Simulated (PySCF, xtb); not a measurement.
Sn(I)(OH) (HIOSn), SMILES [Sn]([OH])[I] (connectivity only; charge and spin as stated), neutral, multiplicity 1.

GFN2-xTB run with xtb 6.7.1 at its own geometry gives an orbital gap of 4.46 eV and a dipole moment of 7.88 D.

Geometry optimised at PBE-D3(BJ)/def2-SVP. The def2 effective core potentials stand for the cores of I, Sn; spin–orbit coupling is left out. Other conformers were not sampled.

What does HF/def2-TZVPD in PySCF give? (The exact figures need the calculation; the answer reports its results.)

gap 9.33 eV (levels -9.60 and -0.28 eV), dipole 2.24 D.
